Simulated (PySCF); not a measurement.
**Sn (tin, neutral) across methods**

[Kr] 4d10 5s1 5p3, high-spin 5S determinant (an excited configuration). Calculation: PySCF 2.14, in aug-cc-pwCVTZ-DK3 with one added diffuse shell each of s, p, d, f type (11s10p8d5f1g, 125 functions); scalar relativity by spin-free X2C-1e.

| method | E (hartree) | mean ε 4d β (eV) | mean ε 5s α (eV) | mean ε 5p α (eV) | Σ⟨r²⟩ (bohr²) | ⟨S²⟩ |
| --- | --- | --- | --- | --- | --- | --- |
| r2SCAN | -6176.12 | -27.080 | -12.787 | -5.319 | 61.42 | 6.004 |
| UHF | -6173.42992 | -36.232 | -18.286 | -8.536 | 62.22 | 6.005 |
| PBE | -6175.68 | -26.490 | -12.129 | -5.005 | 62.20 | 6.002 |
| PW91 | -6176.59 | -26.536 | -12.192 | -5.044 | 62.12 | 6.002 |
| PBE0 | -6175.77 | -29.169 | -13.832 | -5.994 | 61.76 | 6.002 |
| TPSSh | -6175.85 | -27.598 | -12.871 | -5.414 | 61.81 | 6.002 |
| LDA | -6170.07 | -26.646 | -12.300 | -5.087 | 62.08 | 6.002 |

Task: Estimate the same row for revPBE.

Result: E (hartree) = -6175.94; mean ε 4d β (eV) = -26.442; mean ε 5s α (eV) = -12.083; mean ε 5p α (eV) = -4.981; Σ⟨r²⟩ (bohr²) = 62.12; ⟨S²⟩ = 6.002.
